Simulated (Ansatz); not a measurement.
Input file for Ansatz (a first-principles code): U-CCSD(T)/def2-SVP on BrHSi (SMILES [SiH]Br), a point of a bond scan (R = 2.267 Å). The run froze 19 orbitals, filled d shells among them.

Ansatz 0.2 input:
```yaml
crystal:
  periodic: [false, false, false]
  atoms:
    - {symbol: Si, position_ang: [-0.89669569, -0.76104712, 1.06218335]}
    - {symbol: H, position_ang: [-1.89251546, -1.22928872, 0.00776741]}
    - {symbol: Br, position_ang: [0.41275014, 0.33954138, -0.42509526]}
basis:
  gaussian:
    orbitals: def2-SVP
correlation: {method: ccsd_t, electrons: outside_noble_gas}
scf: {omitted_lower_state_checks: [cluster_reference]}
magnetization: {spin_polarized: true, initial_magnetization: 0}
```

The log:

```
WARN ansatz: RAYON_NUM_THREADS=1 ignored (pool sized by the plan → 1); use --threads N
Functional definition: HF
these checks for a lower state are left out or cut short: cluster_reference
integrals: 0.03 GiB planned
522 factors; integrals over basis functions are off by at most 9.5e-4 eV
mean field: 0.20 GiB planned
mean field evaluation 1: about -77865.1860 eV, gradient 7.9e0 eV
mean field evaluation 2: about -77865.1880 eV, gradient 7.9e0 eV
mean field evaluation 4: about -77865.7504 eV, gradient 9.6e-1 eV
mean field evaluation 8: about -77865.7609 eV, gradient 1.6e-3 eV
mean field evaluation 16: about -77865.7883 eV, gradient 2.5e-2 eV
mean field evaluation 32: about -77865.7872 eV, gradient 7.6e-2 eV
mean field -77865.78827670 eV, -2861.5149398418 hartree, gradient 1.5e-6 eV, S^2 0.221649; 4 other end points of the search recorded, 0 dependent functions left out
19 core orbitals not correlated
reference -77865.78827670 eV, -2861.5149398418 hartree; 6, 6 occupied and 30, 30 virtual orbitals, 522 factors
second order -5.26316932 eV of doubles, -0.00000000 eV of singles
coupled cluster: 0.09 GiB planned
cycle   1  -5.80639417 eV  change   -5.4e-1 eV  update   7.6e-2
cycle   2  -6.03327235 eV  change   -2.3e-1 eV  update   4.0e-2
cycle   3  -6.10635198 eV  change   -7.3e-2 eV  update   3.1e-2
cycle   4  -6.14673143 eV  change   -4.0e-2 eV  update   2.4e-2
cycle   5  -6.18523591 eV  change   -3.9e-2 eV  update   1.4e-2
cycle   6  -6.19603033 eV  change   -1.1e-2 eV  update   6.1e-3
cycle   7  -6.19889725 eV  change   -2.9e-3 eV  update   2.4e-3
cycle   8  -6.20008453 eV  change   -1.2e-3 eV  update   9.7e-4
cycle   9  -6.19971232 eV  change    3.7e-4 eV  update   3.6e-4
cycle  10  -6.19974264 eV  change   -3.0e-5 eV  update   1.4e-4
cycle  11  -6.19978788 eV  change   -4.5e-5 eV  update   6.1e-5
cycle  12  -6.19977509 eV  change    1.3e-5 eV  update   2.1e-5
cycle  13  -6.19976251 eV  change    1.3e-5 eV  update   8.6e-6
cycle  14  -6.19975901 eV  change    3.5e-6 eV  update   2.7e-6
coupled cluster: 0.09 GiB planned
perturbative correction -0.17495622 eV, -0.0064295224 hartree
Total energy: -77872.16299192 eV, -2861.7492063053 hartree
Checks for a lower state left out: cluster_reference
```

The calculation finished and met its thresholds. Its determinant has ⟨S²⟩ = 0.22, a mixture of spin states.

Cost: roughly 5 core-seconds.
